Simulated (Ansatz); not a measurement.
Ansatz (a quantum-chemistry and plane-wave program) input (B3LYP-D3(BJ)/def2-TZVP):

Ansatz 0.2 input:
```yaml
crystal:
  periodic: [false, false, false]
  atoms:
    - {symbol: Te, position_ang: [0.02730735, 0.00546007, 0.95083076]}
    - {symbol: Cl, position_ang: [1.14225978, 1.36841170, -0.46789027]}
    - {symbol: Cl, position_ang: [-1.13755750, -1.34090063, -0.44353209]}
basis:
  gaussian:
    orbitals: def2-TZVP
hamiltonian:
  xc: b3lyp
  dispersion: d3bj
total_charge: 1
magnetization: {spin_polarized: true, initial_magnetization: 1}
relax: {f_tol: 0.002, max_steps: 150}
```

End of the output:

```
relax step   2: F+E_penalty+E_count = -32335.10519857 eV  Δ(F+E_penalty+E_count) = -2.908e-3 eV  max|allowed force component| = 9.658e-2 eV/Å  Δτ_max = 0.0309 Å  (34 SCF iters, accepted)
these checks for a lower state are left out or cut short: starts, cluster_reference, orbital_swaps, neighbouring_geometries, increment
integrals: 0.05 GiB planned
949 factors; their error is unknown
mean field: 0.66 GiB planned
mean field evaluation 32: about -32334.9045 eV, gradient 1.8e-5 eV
mean field -32334.90446490 eV, -1188.2858216998 hartree, gradient 1.8e-5 eV, S^2 0.752683; 0 other end points of the search recorded, 0 dependent functions left out
the calculation of the forces begins
reference -32334.90468847 eV, -1188.2858299156 hartree; 29, 28 occupied and 95, 96 virtual orbitals, 949 factors
relax step   3: F+E_penalty+E_count = -32335.10577683 eV  Δ(F+E_penalty+E_count) = -5.783e-4 eV  max|allowed force component| = 2.471e-3 eV/Å  Δτ_max = 0.0100 Å  (34 SCF iters, accepted)
these checks for a lower state are left out or cut short: starts, cluster_reference, orbital_swaps, neighbouring_geometries, increment
integrals: 0.05 GiB planned
949 factors; their error is unknown
mean field: 0.66 GiB planned
mean field -32334.90443312 eV, -1188.2858205318 hartree, gradient 1.8e-5 eV, S^2 0.752683; 0 other end points of the search recorded, 0 dependent functions left out
the calculation of the forces begins
reference -32334.90465667 eV, -1188.2858287470 hartree; 29, 28 occupied and 95, 96 virtual orbitals, 949 factors
relax step   4: F+E_penalty+E_count = -32335.10577824 eV  Δ(F+E_penalty+E_count) = -1.413e-6 eV  max|allowed force component| = 3.655e-4 eV/Å  Δτ_max = 0.0006 Å  (36 SCF iters, accepted)
integrals: 0.05 GiB planned
949 factors; their error is unknown
mean field: 0.66 GiB planned
mean field evaluation 64: about -32334.9044 eV, gradient 9.8e-5 eV
mean field -32334.90443312 eV, -1188.2858205318 hartree, gradient 1.8e-5 eV, S^2 0.752683; 1 other end points of the search recorded, 0 dependent functions left out
the calculation of the forces begins
reference -32334.90465667 eV, -1188.2858287470 hartree; 29, 28 occupied and 95, 96 virtual orbitals, 949 factors
Total energy: -32335.10600179 eV, -1188.2932280436 hartree
Atom 0 at     0.027679     0.005312     0.972708 Å, force     0.000006    -0.000003     0.000365 eV/Å
Atom 1 at     1.130742     1.355020    -0.478718 Å, force     0.000150     0.000183    -0.000185 eV/Å
Atom 2 at    -1.126412    -1.327360    -0.454581 Å, force    -0.000156    -0.000180    -0.000181 eV/Å
Dipole moment:     0.005681    -0.001897     0.320511 e Å
```
